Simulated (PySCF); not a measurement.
Se(Br)(Me) (CH3BrSe), SMILES C[Se]Br.

Geometry: B3LYP-D3(BJ)/def2-SVP.

Level of theory: B3LYP-D3(BJ)/def2-SVP in PySCF.

Frequencies are harmonic and unscaled.

```
mode  ν (cm⁻¹)  IR (km/mol)  Raman (Å⁴/amu)  depolarisation  moving atoms (share of kinetic energy)
----  --------  -----------  --------------  --------------  --------------------------------------
1          163          0.1             0.1            0.75                                  H 98 %
2          170          1.1             4.1            0.61        C 48 %, H 25 %, Br 15 %, Se 12 %
3          288          5.7            10.3            0.28                        Se 51 %, Br 49 %
4          585          1.9            15.6            0.29                 C 70 %, Se 15 %, H 15 %
5          899          9.5             3.7            0.59                          H 81 %, C 18 %
6          915          5.4             3.7            0.75                          H 86 %, C 13 %
7         1290          5.3             1.1            0.42                          H 86 %, C 14 %
8         1419          8.4            17.1            0.75                                  H 95 %
9         1449         12.7            12.4            0.73                                  H 95 %
10        3043          6.8           164.7            0.04                                  H 98 %
11        3152          2.2            93.9            0.75                          H 90 %, C 10 %
12        3179          0.9            61.1            0.75                          H 90 %, C 10 %
```
